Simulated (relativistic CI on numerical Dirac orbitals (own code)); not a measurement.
## Mo+: resonant inelastic scattering at the L2,3 edge

Computed with this model: Dirac-Coulomb-Breit CI, separate exchange-only KLI orbitals for each configuration, model QED (radiative potential, 1s self-energy scaled to tabulated hydrogen-like ionisation energies), valence Slater integrals scaled by 0.9, Kramers-Heisenberg scattering through one core-hole configuration in a parametric crystal field; configurations [Kr] 4d5 → [He] 2s2 2p5 3s2 3p6 3d10 4s2 4p6 4d6; 300 K; core-hole width 0.96 eV; summed over polarisations. Incident energies are the highest absorption maxima for each field (at most a few, so the weaker spin-orbit partner edge can be absent), on the computed scale of the free ion. Intensities are in per cent of the strongest line above 0.02 eV; levels within 1 cm⁻¹ are merged; final levels count from the ground level, the first row holds all elastic scattering, lines under 0.4 are left out and each table stops after 24 rows. The scale of the Slater integrals is a model choice and moves the terms in proportion.

Field parameters in Wybourne normalisation: D4h B²₀ = −7Ds, B⁴₀ = 21(Dq − Dt), B⁴₄ = 21√(5/14) Dq; Td as Oh with Dq negative (B⁴₀ = 21Dq, B⁴₄ = √(5/14) B⁴₀). The field is a parameter set, without covalency.

S is read from ⟨S²⟩ = S(S + 1).

Td, 10Dq = -5050 cm⁻¹:

| Final level (eV) | Degeneracy | Irrep | S | 2522.7 eV | 2627.9 eV |
| --- | --- | --- | --- | --- | --- |
| 0.000 | 6 | Γ7+Γ8 | 2.50 | 4876.6 | 913.3 |
| 1.805 | 2 | Γ6 | 1.50 | 9.0 | 7.7 |
| 1.806 | 4 | Γ8 | 1.49 | 22.9 | 8.1 |
| 1.813 | 2 | Γ7 | 1.49 | 28.3 | 10.7 |
| 1.818 | 4 | Γ8 | 1.49 | 55.3 | 22.3 |
| 2.109 | 2 | Γ6 | 1.50 | 1.8 | 12.5 |
| 2.111 | 4 | Γ8 | 1.50 | 4.1 | 30.2 |
| 2.119 | 4 | Γ8 | 1.49 | 25.7 | 11.9 |
| 2.131 | 2 | Γ7 | 1.49 | 17.0 | 3.5 |
| 2.244 | 4 | Γ8 | 1.49 | 16.5 | 11.4 |
| 2.246 | 2 | Γ7 | 1.49 | 10.2 | 8.0 |
| 2.249 | 2 | Γ6 | 1.49 | 9.4 | 13.3 |
| 2.251 | 4 | Γ8 | 1.50 | 25.9 | 24.2 |
| 2.444 | 4 | Γ8 | 0.56 | 1.3 | 1.9 |
| 2.536 | 2 | Γ7 | 0.68 | 4.9 | 7.7 |
| 2.585 | 2 | Γ7 | 1.39 | 32.0 | 43.1 |
| 2.616 | 4 | Γ8 | 1.49 | 62.5 | 91.4 |
| 2.654 | 4 | Γ8 | 1.49 | 55.4 | 36.3 |
| 2.665 | 2 | Γ6 | 1.49 | 21.5 | 30.6 |
| 2.763 | 2 | Γ7 | 1.48 | 29.2 | 33.8 |
| 2.775 | 4 | Γ8 | 1.47 | 73.5 | 100.0 |
| 2.782 | 2 | Γ6 | 1.43 | 44.2 | 54.8 |
| 2.841 | 2 | Γ6 | 0.65 | 5.0 | 5.5 |
| 2.865 | 2 | Γ7 | 0.55 | 0.6 | 0.5 |

D4h, 10Dq = 18450, Ds = 1020, Dt = -420 cm⁻¹:

```tsv
Final level (eV)	Degeneracy	Irrep	S	2520.9 eV	2522.8 eV	2627.7 eV
0.000	2	Γ7	0.51	158.9	810.0	131.5
0.568	2	Γ7	0.51	73.4	14.4	2.9
0.641	2	Γ6	0.51	26.8	3.9	7.1
1.391	2	Γ7	1.61	1.8	16.0	13.0
1.403	2	Γ6	1.55	0.3	3.2	3.6
1.404	2	Γ7	1.58	2.2	23.2	14.9
1.416	2	Γ6	1.50	1.4	12.8	15.7
1.672	2	Γ6	2.39	0.0	0.4	0.1
1.684	2	Γ7	2.39	0.1	0.6	0.2
1.708	2	Γ7	2.42	0.1	1.2	1.3
1.876	2	Γ6	1.54	1.3	20.6	11.4
1.881	2	Γ7	1.52	1.9	20.2	14.6
1.901	2	Γ7	1.50	2.5	20.1	25.5
1.913	2	Γ6	1.50	0.9	12.6	8.0
1.932	2	Γ7	1.55	1.1	9.2	7.9
1.948	2	Γ6	1.56	0.9	9.0	4.9
2.209	2	Γ7	0.53	8.3	100.0	47.2
2.477	2	Γ7	0.51	10.1	96.8	18.6
2.500	2	Γ6	0.51	8.2	70.4	29.1
2.653	2	Γ6	1.27	1.1	16.7	3.8
2.660	2	Γ7	1.22	0.8	11.3	10.4
2.705	2	Γ7	0.92	1.5	20.3	15.9
2.733	2	Γ6	0.87	2.0	33.6	9.1
2.964	2	Γ6	0.51	0.5	4.0	2.1
```

For the first field the strongest loss at the lowest incident energy is the level at 3.01 eV (S = 1.36, against 2.50 in the thermal ground state). Levels of other spin, the first over 8 % at 1.81 eV, appear because spin-orbit coupling of the core hole, and in heavier ions of the valence shell too, mixes spins.
